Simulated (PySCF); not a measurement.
C5H3ClO2S.
SMILES with atom numbers: `[O:1]=[C:2]([OH:3])[c:4]1[cH:5][s:6][c:7]([Cl:8])[cH:9]1`

NICS = −σ at a ghost point: NICS(0) at the centroid of the ring atoms, NICS(1) 1 Å to either side along the normal of their mean plane, zz for the tensor component along that normal. Level: GIAO PBE0/pcSseg-1 (PySCF, non-relativistic, gas phase) on the GFN2-xTB geometry, one conformer.

Ring bond lengths (Å), with Mayer bond orders in brackets: C4–C5 1.368 (1.53), C5–S6 1.707 (1.20), S6–C7 1.742 (1.11), C7–C9 1.356 (1.48), C9–C4 1.421 (1.18).

Task: Give the NICS values of each ring in ppm.

Result: 
```json
{"ring": "C4–C5–S6–C7–C9", "type": "5-membered ring with S; formal bonds all aromatic", "NICS(0)": "-12.1", "NICS(1), two faces": "-10.3 / -10.3", "NICS(1)zz, two faces": "-22.5 / -22.5", "rms pucker (Å)": "0.00", "centre to ring atoms, mean (Å)": "1.29"}
```

Task: What can be read from them?

Result: 
- C4–C5–S6–C7–C9: mean NICS(1)zz -22.5 ppm, shielded. The ring is flat and has no four-coordinate atom; by the NICS criterion it is aromatic.

Task: How equal are the bonds by HOMA? HOMA takes Krygowski's 1993 parameters.

Result: 
- C4–C5–S6–C7–C9: HOMA 0.78; the largest term is that of S6–C7, α(R − Ropt)² = 0.39. The geometric and the magnetic index point the same way.

Task: List the ring angles and the Hirshfeld charges of the ring atoms.

Result: 
- C4–C5–S6–C7–C9: C4 112.7° (-0.041 e), C5 112.4° (-0.060 e), S6 90.8° (+0.135 e), C7 112.3° (-0.021 e), C9 111.9° (-0.079 e); sum 540.0° against 540° for a flat convex ring.

Task: What are the shieldings of the ring atoms and their hydrogens in the same run (means over atoms taken as equivalent)?

Result: 
```json
{"atoms": "C4", "environment": "substituted aromatic carbon", "σ isotropic (ppm)": "51.9", "principal values of the symmetric part, first atom (ppm)": "-16.1, 43.8, 127.9"}
{"atoms": "C5", "environment": "aromatic CH next to a ring sulfur", "σ isotropic (ppm)": "43.3", "principal values of the symmetric part, first atom (ppm)": "-46.9, 33.2, 143.6"}
{"atoms": "S6", "environment": "thiophene-type sulfur", "σ isotropic (ppm)": "238.4", "principal values of the symmetric part, first atom (ppm)": "84.5, 271.9, 359.0"}
{"atoms": "C7", "environment": "aromatic C–Cl carbon", "σ isotropic (ppm)": "39.6", "principal values of the symmetric part, first atom (ppm)": "-37.6, 64.1, 92.1"}
{"atoms": "C9", "environment": "aromatic CH carbon", "σ isotropic (ppm)": "53.5", "principal values of the symmetric part, first atom (ppm)": "-24.7, 45.4, 140.0"}
{"atoms": "H on C5", "environment": "aromatic hydrogen", "σ isotropic (ppm)": "23.68", "principal values of the symmetric part, first atom (ppm)": "20.5, 24.1, 26.4"}
{"atoms": "H on C9", "environment": "aromatic hydrogen", "σ isotropic (ppm)": "24.16", "principal values of the symmetric part, first atom (ppm)": "19.9, 23.4, 29.2"}
```

Conformer computed: `[O:1]=[C:2]([OH:3])[c:4]1[cH:5][s:6][c:7]([Cl:8])[cH:9]1`: O1–C2–C4–C5 0°, H–O3–C2–O1 0°.
